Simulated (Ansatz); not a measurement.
Input and output for Cs₂Cl₂.

```yaml
crystal:
  periodic: [false, false, false]
  atoms:
    - {symbol: Cs, position_ang: [-0.869289, -1.837740, 1.084710]}
    - {symbol: Cs, position_ang: [0.869204, 1.837808, -1.084669]}
    - {symbol: Cl, position_ang: [-1.168848, -0.486560, -1.760781]}
    - {symbol: Cl, position_ang: [1.168942, 0.486492, 1.760740]}
basis:
  gaussian: {orbitals: def2-SVP}
hamiltonian: {xc: {name: SVWN5}}
scf: {omitted_lower_state_checks: [starts]}
output: {forces: true}
```

```sh
$ ansatz run in.yaml --threads 4 --pin off --events-out ev --progress --plain --max-ram 3916MiB
```

It prints (some lines left out):

```
Functional definition: SVWN5
898 factors; their error is unknown
mean field evaluation 1: about -26052.8215 eV, gradient 3.1e1 eV
mean field evaluation 2: about -26043.3051 eV, gradient 6.3e1 eV
mean field evaluation 4: about -26055.7855 eV, gradient 2.2e0 eV
mean field evaluation 8: about -26055.7677 eV, gradient 5.2e-3 eV
mean field -26055.76773200 eV, -957.5318029175 hartree, gradient 8.2e-6 eV, S^2 0.000000; 0 other end points of the search recorded, 0 dependent functions left out
reference -26055.76779957 eV, -957.5318054004 hartree; 26, 26 occupied and 58, 58 virtual orbitals, 898 factors
Total energy: -26055.76779957 eV, -957.5318054004 hartree
Atom 0 at    -0.869289    -1.837740     1.084710 Å, force     0.116844     0.246769    -0.145483 eV/Å
Atom 1 at     0.869204     1.837808    -1.084669 Å, force    -0.116788    -0.246811     0.145457 eV/Å
Atom 2 at    -1.168848    -0.486560    -1.760781 Å, force     0.155824     0.065027     0.234557 eV/Å
Atom 3 at     1.168942     0.486492     1.760740 Å, force    -0.155880    -0.064986    -0.234531 eV/Å
Dipole moment:    -0.000111     0.000083     0.000051 e Å
Checks for a lower state left out: starts
```

Run time 0.75 s (4 threads of Arm Neoverse V1 on a shared host).

In the def2 sets Cs takes a core potential; there is no spin–orbit coupling.
